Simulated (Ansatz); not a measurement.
Species: MgI2, net charge 1, doublet state. 
Geometry from a B3LYP-D3(BJ)/def2-TZVP (Ansatz, a quantum-chemistry and plane-wave program) optimisation:
```xyz
3

Mg     0.0000     0.0000     0.0000
I      0.0000     0.0000    -2.5958
I      0.0000     0.0000     2.5958
```
Charge +1, spin multiplicity 2.

Parts of the frozen-core correlation energy in def2-SVPD (Ansatz, hartree). Frozen orbitals: 23; correlated occupied orbitals by spin: 8 and 7; virtual: 60 and 61. UHF or UKS for open shells. No spin-orbit coupling. Past Kr the def2 sets carry scalar-relativistic core potentials.

```json
[
 {"term": "reference (HF)", "value": "-792.67216"},
 {"term": "MP2 opposite-spin", "value": "[?]"},
 {"term": "MP2 same-spin", "value": "-0.05261"},
 {"term": "CCSD correlation", "value": "[?]"},
 {"term": "(T)", "value": "[?]"},
 {"term": "T1 diagnostic", "value": "0.032"},
 {"term": "largest doubles amplitude", "value": "0.037"},
 {"term": "<S^2> of the reference", "value": "0.757"}
]
```

**Question.** Some entries are withheld; supply them.

**Answer.** 
- MP2 opposite-spin, value: -0.14614
- CCSD correlation, value: -0.22362
- (T), value: -0.00613
